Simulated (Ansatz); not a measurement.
Calculated with Ansatz (gas phase, PBE0-D4/def2-TZVP geometries, no zero-point term in ΔE). CCSD(T)/CBS is the MP2 limit (def2-TZVPP, def2-QZVPP) plus CCSD(T) − MP2 in def2-TZVPP, frozen cores. Functionals use def2-TZVPP. B3LYP here is the variant with VWN-RPA as its local correlation; programs differ in this. For Ge outer-core shells are correlated without core-valence functions, which leaves a few kJ/mol of doubt a bond. Scalar relativity is left out up to krypton. One conformer a species, not always the lowest.

Reaction (substitution at a C–C bond): `C=CCCCl` + `[NH2][GeH3]` → `C=C[NH][GeH3]` + `CCCl`

`C=CCCCl`:

```xyz
12

C    -0.677    0.041    1.900
C     0.019   -0.426    0.873
C     0.552    0.416   -0.238
C     0.022    0.029   -1.605
Cl    0.551   -1.607   -2.093
H    -1.043   -0.615    2.681
H    -0.902    1.098    2.000
H     0.227   -1.491    0.805
H     1.646    0.359   -0.262
H     0.287    1.466   -0.065
H    -1.068    0.020   -1.621
H     0.386    0.709   -2.374
```

`[NH2][GeH3]`:

Z-matrix (Å, degrees):
```
Ge
N 1 1.843
H 1 1.536 2 106.9
H 1 1.548 2 114.5 3 -120.5
H 1 1.536 2 106.8 3 119.0
H 2 1.011 1 113.7 3 59.1
H 2 1.011 1 113.6 3 -176.9
```

`C=C[NH][GeH3]`:

```xyz
11

C    -1.066   -0.854    1.699
C    -0.250   -0.676    0.658
N    -0.395    0.242   -0.360
Ge    1.000    0.803   -1.421
H    -1.942   -0.233    1.855
H    -0.874   -1.643    2.411
H     0.618   -1.323    0.546
H    -1.181    0.864   -0.251
H     1.949    1.769   -0.681
H     0.371    1.510   -2.628
H     1.771   -0.460   -1.829
```

`CCCl`:

```xyz
8

C     0.264   -0.677   -0.329
C    -0.325    0.619    0.165
Cl    0.343    1.075    1.759
H    -0.165   -0.926   -1.304
H     0.047   -1.493    0.361
H     1.346   -0.598   -0.439
H    -1.405    0.552    0.294
H    -0.105    1.448   -0.507
```

| level | ΔE (kJ/mol) | difference from CCSD(T)/CBS |
| --- | --- | --- |
| LDA (SPW92) | -9.7 | -16.5 |
| PBE-D4 | -6.1 | -12.9 |
| revPBE-D4 | -5.0 | -11.8 |
| BLYP-D4 | -6.4 | -13.2 |
| r2SCAN-D4 | -5.0 | -11.8 |
| B97M-V | -1.0 | -7.8 |
| PBE0-D4 | -2.9 | -9.7 |
| B3LYP-D4 | -4.2 | -11.0 |
| r2SCANh-D4 | -3.9 | -10.7 |
| r2SCAN0-D4 | -2.4 | -9.2 |
| BHLYP-D4 | -1.3 | -8.1 |
| CAM-B3LYP-D4 | -2.9 | -9.7 |
| ωB97X-V | 0.8 | -6.0 |
| B2PLYP | -1.2 | -8.0 |
| PBE-QIDH | 1.2 | -5.6 |
| PBE | -7.1 | -13.9 |
| revPBE | -7.2 | -14.0 |
| r2SCAN | -5.4 | -12.2 |
| PBE0 | -3.8 | -10.6 |
| B3LYP | -5.7 | -12.5 |
| r2SCANh | -4.3 | -11.1 |
| r2SCAN0 | -2.8 | -9.6 |
| BHLYP | -2.1 | -8.9 |
| CAM-B3LYP | -3.8 | -10.6 |
| LC-ωPBE | -1.7 | -8.5 |
| RPA@PBE/def2-TZVPP | 5.7 | -1.1 |
| HF/def2-SVP | -6.3 | -13.1 |
| MP2/def2-SVP | -0.9 | -7.7 |
| CCSD/def2-SVP | 0.1 | -6.7 |
| CCSD(T)/def2-SVP | -0.2 | -7.0 |
| HF/def2-TZVPP | 1.1 | -5.7 |
| MP2/def2-TZVPP | 5.8 | -1.0 |
| SCS-MP2/def2-TZVPP | 5.6 | -1.2 |
| CCSD/def2-TZVPP | 6.5 | -0.3 |
| HF/def2-QZVPP | 0.8 | -6.0 |
| MP2/def2-QZVPP | 6.0 | -0.8 |
| SCS-MP2/def2-QZVPP | 5.8 | -1.0 |
| HF/CBS(def2) | 0.7 | -6.1 |
| MP2/CBS(def2) | 6.3 | -0.5 |
| CCSD/CBS(def2) | 7.1 | 0.3 |
| CCSD(T)/CBS | 6.8 | 0 |

Largest T1 diagnostic among the species: 0.012.

From PBE to PBE0 (25 % exact exchange), in def2-TZVPP and without D4, ΔE moves by +3.3 kJ/mol. Leaving LDA and LC-ωPBE aside and taking each functional with its dispersion term where it has one, the values, not all of them listed here, spread over 9.1 kJ/mol, from BLYP-D4 to ωB97M-V.
